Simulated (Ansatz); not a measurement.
Computed with Ansatz on PBE0-D4/def2-TZVP structures; ΔE is electronic, products minus reactants. CCSD(T)/CBS is the MP2 limit (def2-TZVPP, def2-QZVPP) plus CCSD(T) − MP2 in def2-TZVPP, frozen cores. Functionals use def2-TZVPP. B3LYP here is the variant with VWN-RPA as its local correlation; programs differ in this. HSE06 is defined as in plane-wave codes. def2 core potentials past Kr. For Br, Hf, Na outer-core shells are correlated without core-valence functions, which leaves a few kJ/mol of doubt a bond. Scalar relativity is left out up to krypton. Each species was taken in one conformer, which may not be the lowest.

Consider the redistribution: `[Na][SH]` + `[OH][Hf]([OH])([OH])[Br]` → `[Na][Br]` + `[OH][Hf]([OH])([OH])[SH]`.

```tsv
level	ΔE (kcal/mol)	difference from CCSD(T)/CBS
PBE0-D4	-6.6	-0.8
HSE06-D4	-6.5	-0.7
BHLYP-D4	-6.9	-1.1
PBE	-5.7	0.1
revPBE	-5.7	0.1
B3LYP	-6.1	-0.3
LC-ωPBE	-7.3	-1.5
HF/def2-SVP	-8.1	-2.3
CCSD/def2-SVP	-8.1	-2.3
SCS-MP2/def2-TZVPP	-6.2	-0.4
CCSD(T)/CBS	-5.8	0
```

Largest T1 diagnostic among the species: 0.015.

At CCSD(T), def2-SVP lies −2.1 kcal/mol from the extrapolated value and def2-TZVPP −0.4 kcal/mol. From BLYP to BHLYP (50 % exact exchange), in def2-TZVPP and without D4, ΔE moves by −1.5 kcal/mol.
